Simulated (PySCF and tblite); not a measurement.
The numbers below are computed, except where a source is named.
Rotation: stationary points, barriers and rates

System: C₅H₈OS, numbered as in [CH2:1]=[CH:2][S:3][C@H:4]([CH3:5])[CH:6]=[O:7].

Motion: rotation about the C2–S3 bond (torsion C1–C2–S3–C4 from -164° to 11°, rising). Geometries: GFN2-xTB; energies: PBE0/pcSseg-1 + D3(BJ); zero-point and thermal terms from GFN2-xTB harmonic modes (soft modes blended into free rotors). Rates follow Eyring's equation with the number of equivalent paths and no tunnelling. Programs: tblite and PySCF.

```
 point  symmetry  E(GFN2) kcal/mol  E(DFT) kcal/mol  ZPE change kcal/mol  lowest mode cm⁻¹  dipole D
 start        C1               0.0              0.0                 0.00                46      1.80
saddle        C1               3.1              3.8                -0.12               65i      1.22
   end        C1               0.1              0.7                -0.01                88      1.39
```

```
Electronic barrier                                      : 3.8 kcal/mol
Barrier with zero-point energy                          : 3.7 kcal/mol
ΔH‡ (298 K)                                             : 3.2 kcal/mol
ΔS‡ (298 K, symmetry apart)                             : -3.8 cal/(mol K)
Paths                                                   : 1 equivalent path
End point                                               : a different minimum
Mean lifetime of the start against this motion at 298 K : 240 ps
Cost                                                    : 120 s on 1 thread of Arm Neoverse N1 (shared host) (rough), peak memory 0.78 GiB, launched as `OMP_NUM_THREADS=1 python ens_run.py task.json out`
```

```csv
T/K,ΔG‡ kcal/mol,k s⁻¹,ΔG kcal/mol,k back s⁻¹
150,3.9,6.5×10⁶,0.8,9.2×10⁷
200,4.0,1.7×10⁸,0.8,1.3×10⁹
250,4.2,1.2×10⁹,0.8,6.4×10⁹
298,4.3,4.2×10⁹,0.8,1.8×10¹⁰
350,4.5,1.1×10¹⁰,0.9,3.9×10¹⁰
400,4.7,2.3×10¹⁰,0.9,6.9×10¹⁰
500,5.1,6.4×10¹⁰,0.9,1.5×10¹¹
```

ΔG and ΔG‡ leave out symmetry numbers and mirror images; rates count paths: 1 out, 1 back.
